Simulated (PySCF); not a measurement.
benzenedithiol (C₆H₆S₂), SMILES c1(S)ccc(cc1)S.

Geometry: PBE0-D3(BJ)/def2-SVP. One conformer was computed; it need not be the lowest.

These are SMD-B3LYP/6-31G* (PySCF) values and carry that method's errors.

Solvation free energies are E(SMD) − E(gas) at the gas-phase geometry, for 1 M in both phases. In vacuum the dipole moment is 1.77 D.

```csv
solvent,ΔG(solv) (kcal/mol),its non-electrostatic (CDS) part,dipole (D)
water,-3.9,2.6,2.54
cyclohexanone,-8.4,-2.5,2.45
tetrahydrofuran,-8.3,-3.1,2.35
```
